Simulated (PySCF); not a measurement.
GeH₂O, SMILES [GeH][OH] (connectivity only; charge and spin as stated), neutral, multiplicity 1. The structure is a stationary point at PBE0-D3(BJ)/def2-TZVP.

Method: PySCF 2.14.0 with PBE0-D3(BJ)/def2-TZVP.

Harmonic wavenumbers (cm⁻¹): 605, 688, 722, 912, 1827, 3888. Rotational constants (GHz): 153.4, 11.08, 10.34; symmetry number 1.

Task: Work out the zero-point energy and the ideal-gas rigid-rotor harmonic-oscillator thermochemistry at 298.15 K and 1 atm.

Result: ZPE = ½ Σ hcν = ½ × 8642 cm⁻¹ = 12.35 kcal/mol. H − E(el) = 14.99 kcal/mol. Entropy in cal/(mol K): translation 39.43, rotation 20.44, vibration 1.18, total 61.05. G − E(el) = -3.21 kcal/mol. Cp = 11.12 cal/(mol K).
